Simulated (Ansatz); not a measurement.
The same path of C2H5BS (9 atoms, charge 0, multiplicity 1) was run twice with different band settings. The coordinate that changes most is the dihedral H7–C1–B2–S4.

All numbers below come from RHF/def2-SVP (Ansatz 0.2.0).

Relaxed end points:

```xyz
9
Properties=species:S:1:pos:R:3
C -0.365 1.128 -0.797
B -0.070 -0.272 -0.172
C 0.501 -1.044 1.032
S -0.191 -2.012 -0.415
H -0.813 1.074 -1.789
H -1.037 1.685 -0.138
H 0.561 1.707 -0.859
H -0.067 -1.153 1.950
H 1.571 -1.159 1.170
```

```xyz
9
Properties=species:S:1:pos:R:3
C -0.336 1.134 -0.802
B 0.109 -0.238 -0.206
C 0.314 -1.078 1.068
S 0.708 -1.849 -0.593
H -1.371 1.339 -0.511
H 0.272 1.935 -0.372
H -0.262 1.179 -1.888
H -0.526 -1.537 1.581
H 1.180 -0.932 1.705
```

Common settings: movable images 9; climbing image yes; spring 5.0 eV/Å²; optimiser quadratic models (default); start path through a guess of the saddle point; force threshold 0.03 eV/Å; end points relaxed.

| run | iteration limit |
| --- | --- |
| 1 | 60 |
| 2 | 6 |

Question: What does each run give, and how far can it be trusted?

Answer: Run 1: converged after 6 iterations, highest image 0.015 eV above the first end. A vibrational analysis at the climbing image gives one clearly imaginary mode, 81i cm⁻¹: a first-order saddle point.
Run 2: converged after 6 iterations, highest image 0.015 eV above the first end. Another band between the same ends (9 images) ends at a top of the same energy, where a vibrational analysis finds 1 clearly imaginary mode.
